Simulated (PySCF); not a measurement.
SMILES OB(O)[SiH2]B(O)O (H6B2O4Si) (PBE0/def2-SVP optimised geometry):

```
13

B     -1.505    -0.512    -0.107
O     -1.676     0.834    -0.121
O     -2.595    -1.320    -0.163
Si     0.372    -1.315    -0.003
B      1.665     0.268     0.000
O      3.025     0.268     0.000
O      1.054     1.499     0.000
H     -0.834     1.317    -0.079
H     -3.407    -0.796    -0.207
H      0.684    -2.229    -1.154
H      0.579    -2.134     1.240
H      3.407    -0.614    -0.002
H      1.689     2.229     0.000
```

Calculation: PySCF 2.14.0 with PBE0/def2-TZVP.

**Question.** What are the frontier orbital energies and the dipole moment?

**Answer.** HOMO-2 -9.12 eV, HOMO-1 -8.53 eV, HOMO -7.75 eV, LUMO -0.51 eV, LUMO+1 0.46 eV; dipole moment 2.38 D.

On the same geometry PySCF 2.14.0 with PBE/def2-TZVP gives HOMO-2 -7.46 eV, HOMO-1 -7.19 eV, HOMO -6.47 eV, LUMO -1.40 eV, LUMO+1 -0.37 eV; dipole moment 2.38 D.

Meta-Löwdin charges at PBE0/def2-TZVP: B1 0.29, O2 -0.52, O3 -0.51, Si4 0.21, B5 0.28, O6 -0.51, O7 -0.52, H8 0.36, H9 0.35, H10 -0.07, H11 -0.07, H12 0.37, H13 0.35.
